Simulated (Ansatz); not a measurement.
Coupled-cluster run, Cl₂H₅NO₂Si₂, SMILES `O[SiH](O)N[SiH](Cl)Cl`.

```yaml
crystal:
  periodic: [false, false, false]
  atoms:
    - {symbol: O, position_ang: [-1.707544, 1.022389, 1.541185]}
    - {symbol: Si, position_ang: [-0.532924, 0.949018, 0.409563]}
    - {symbol: O, position_ang: [0.774166, 1.692341, 1.058337]}
    - {symbol: N, position_ang: [-0.343400, -0.739334, 0.107531]}
    - {symbol: Si, position_ang: [0.500340, -1.516075, -1.139637]}
    - {symbol: Cl, position_ang: [1.592338, -3.072895, -0.390113]}
    - {symbol: Cl, position_ang: [1.748128, -0.121603, -1.987600]}
    - {symbol: H, position_ang: [-1.672806, 1.763820, 2.147283]}
    - {symbol: H, position_ang: [-0.892071, 1.612457, -0.862408]}
    - {symbol: H, position_ang: [1.541586, 1.811816, 0.496269]}
    - {symbol: H, position_ang: [-0.689110, -1.333373, 0.850983]}
    - {symbol: H, position_ang: [-0.318693, -2.068561, -2.231412]}
basis:
  gaussian: {orbitals: def2-TZVPP}
correlation: {method: ccsd_t}
```

```sh
$ ansatz run in.yaml --threads 2 --pin off --events-out ev --progress --plain --max-ram 22528MiB --backend cuda --devices 0, --max-vram 18GiB
```

The program prints (abridged):

```
Functional definition: HF
1976 factors; integrals over basis functions are off by at most 1.1e-3 eV
mean field evaluation 1: about -46372.2349 eV, gradient 5.7e1 eV
mean field evaluation 2: about -46372.6460 eV, gradient 5.8e1 eV
mean field evaluation 4: about -46378.8786 eV, gradient 3.9e0 eV
mean field evaluation 8: about -46378.9580 eV, gradient 3.1e-1 eV
mean field -46378.95834671 eV, -1704.3952824546 hartree, gradient 3.3e-6 eV, S^2 0.000000; 0 other end points of the search recorded, 0 dependent functions left out
23 core orbitals not correlated: weight in the atoms' cores, before any rotation towards them, 1.000 or more for the frozen orbitals, at most 0.000 for the correlated occupied ones
reference -46378.95834671 eV, -1704.3952824546 hartree; 22, 22 occupied and 286, 286 virtual orbitals, 1976 factors
second order -35.34030062 eV of doubles, -0.00000000 eV of singles
cycle   1  -35.93124474 eV  change   -5.9e-1 eV  update   1.2e-1
cycle   2  -36.68235146 eV  change   -7.5e-1 eV  update   3.2e-2
cycle   3  -36.83680619 eV  change   -1.5e-1 eV  update   1.6e-2
cycle   4  -36.81797352 eV  change    1.9e-2 eV  update   3.3e-3
cycle   5  -36.81685684 eV  change    1.1e-3 eV  update   1.5e-3
cycle   6  -36.81754777 eV  change   -6.9e-4 eV  update   4.3e-4
cycle   7  -36.81729152 eV  change    2.6e-4 eV  update   1.6e-4
cycle   8  -36.81723216 eV  change    5.9e-5 eV  update   4.8e-5
cycle   9  -36.81724793 eV  change   -1.6e-5 eV  update   1.8e-5
perturbative correction -1.44582496 eV, -0.0531330873 hartree
Total energy: -46417.22141960 eV, -1705.8014244475 hartree
```

Hardware: 2 threads of an AMD EPYC 7R13 on a shared host and a share of an NVIDIA H100 80 GB. Wall time 13 s, peak host memory 1.4 GiB.

MP2 recovers 92.4 % of the CCSD(T) correlation energy and the triples give 3.8 %; T1 = 0.0105.
